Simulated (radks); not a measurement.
Values are calculated unless marked as measured or tabulated.
Coulomb parameter of the 4f shell of the terbium ion Tb3+ in the model configuration [Xe] 4f6 5d2, as a second difference U = [E(n + 0.5) + E(n - 0.5) - 2 E(n)] / (0.5)^2 with all orbitals relaxed. "Bare": the charge of the atom changes with n. "Screened": the 5d shell takes up the change at fixed total charge, which measures U(4f,4f) + U(5d,5d) - 2 U(4f,5d). Code: a radial shooting solver on a logarithmic mesh with Libxc functionals. Model: scalar-relativistic Kohn-Sham, PBEsol, spin-unpolarised, spherical densities, finite nucleus; Fermi nuclear charge, rms radius 5.06 fm. Estimate both.

Answer. U(bare) = 20.762 eV, U(screened by 5d) = 6.352 eV, against the Slater integral F0(4f,4f) = 33.297 eV with frozen orbitals.
